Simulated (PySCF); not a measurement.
These 6 structures share the formula C8H16Si. The calculation used PBE0-D3(BJ)/def2-SVP geometry optimisation, gas phase in PySCF 2.14.0. Energies are electronic, without zero-point or thermal terms, for one conformer each. No frequencies were run at this level. Point groups hold within 0.08 Å.

Task: Rank from lowest to highest electronic energy at this level (kcal/mol).
A. `[CH2:1]1[CH2:2][CH2:3][CH:4]([CH:5]2[CH2:6][SiH2:7][CH2:8]2)[CH2:9]1` with C3–C4–C5–C6 -178°, C9–C1–C2–C3 -42°, C1–C2–C3–C4 31°, C2–C3–C4–C5 115°, C4–C5–C6–Si7 -149°
B. `[CH2:1]=[C:2]1[CH2:3][CH2:4][CH2:5][C@@H:6]([CH2:7][SiH3:8])[CH2:9]1` with C5–C6–C7–Si8 -176°, C1–C2–C3–C4 -125°, C2–C3–C4–C5 -54°, C3–C4–C5–C6 56°, C4–C5–C6–C7 180°
C. `[CH3:1][CH2:2][C@@H:3]1[CH2:4][C@H:5]([CH:6]2[CH2:7][CH2:8]2)[SiH2:9]1` with C1–C2–C3–C4 -64°, C4–C5–C6–C7 157°, C2–C3–C4–C5 -151°, C3–C4–C5–C6 151°, C5–C6–C7–C8 -110°, C4–C5–Si9–C3 -20°
D. `[CH2:1]=[CH:2][C@H:3]1[CH2:4][Si@H:5]([CH2:6][CH2:7][CH3:8])[CH2:9]1` with C1–C2–C3–C4 125°, C4–Si5–C6–C7 72°, Si5–C6–C7–C8 -179°, C2–C3–C4–Si5 98°, C3–C4–Si5–C6 134°, C4–Si5–C9–C3 -16°, C2–C3–C9–Si5 -98°
E. `[CH2:1]=[C:2]([CH3:3])[SiH:4]1[CH2:5][CH2:6][CH2:7][CH2:8][CH2:9]1` with C1–C2–Si4–C5 122°, C2–Si4–C5–C6 167°, Si4–C5–C6–C7 -55°, C5–C6–C7–C8 64°, C6–C7–C8–C9 -64°
F. `[CH2:1]=[CH:2][C@@H:3]1[CH2:4][CH2:5][Si@H:6]1[CH2:7][CH2:8][CH3:9]` with C1–C2–C3–C4 -135°, C5–Si6–C7–C8 -72°, Si6–C7–C8–C9 180°, C2–C3–C4–C5 -149°, C3–C4–C5–Si6 24°, C4–C5–Si6–C7 -138°, C2–C3–Si6–C5 141°

Result: E (0.0), A (7.8), B (8.6), F (22.1), D (23.7), C (30.2).

As drawn, the lowest has a C=C bond outside aromatic rings, which the highest lacks; the highest has a three-membered ring and a four-membered ring, which the lowest lacks. Neighbours under 2.5 kcal/mol apart (C1CCC(C2C[SiH2]C2)C1 and C=C1CCC[C@@H](C[SiH3])C1; C=C[C@@H]1CC[Si@H]1CCC and C=C[C@H]1C[Si@H](CCC)C1) can change places with a better method, another conformer or zero-point energy.

```csv
SMILES,E (Eh),E rel (kcal/mol),dipole (D),point group,"A, B, C (MHz)"
C=C(C)[SiH]1CCCCC1,-603.18185,0.0,0.79,–,"2523, 813.2, 756.1"
C1CCC(C2C[SiH2]C2)C1,-603.16940,7.8,0.63,C1,"3599, 711.2, 634.0"
C=C1CCC[C@@H](C[SiH3])C1,-603.16820,8.6,1.24,C1,"2284, 801.6, 630.2"
C=C[C@@H]1CC[Si@H]1CCC,-603.14659,22.1,1.16,C1,"2287, 648.8, 537.2"
C=C[C@H]1C[Si@H](CCC)C1,-603.14407,23.7,1.08,C1,"4722, 515.7, 499.8"
CC[C@@H]1C[C@H](C2CC2)[SiH2]1,-603.13371,30.2,0.42,C1,"2888, 676.0, 578.4"
```

Task: How do the relative energies change in single points at KT2/pcSseg-1 (no added dispersion term) on the same geometries?

Result: 
| SMILES | PBE0-D3(BJ)/def2-SVP (kcal/mol) | KT2/pcSseg-1 (kcal/mol) | shift |
| --- | --- | --- | --- |
| C=C(C)[SiH]1CCCCC1 | 0.0 | 0.0 | 0.0 |
| C1CCC(C2C[SiH2]C2)C1 | 7.8 | 6.3 | -1.5 |
| C=C1CCC[C@@H](C[SiH3])C1 | 8.6 | 9.1 | +0.5 |
| C=C[C@@H]1CC[Si@H]1CCC | 22.1 | 22.8 | +0.7 |
| C=C[C@H]1C[Si@H](CCC)C1 | 23.7 | 23.8 | +0.1 |
| CC[C@@H]1C[C@H](C2CC2)[SiH2]1 | 30.2 | 33.3 | +3.1 |

Each column counts from its own lowest isomer. The order is unchanged; the largest shift is 3.1 kcal/mol.
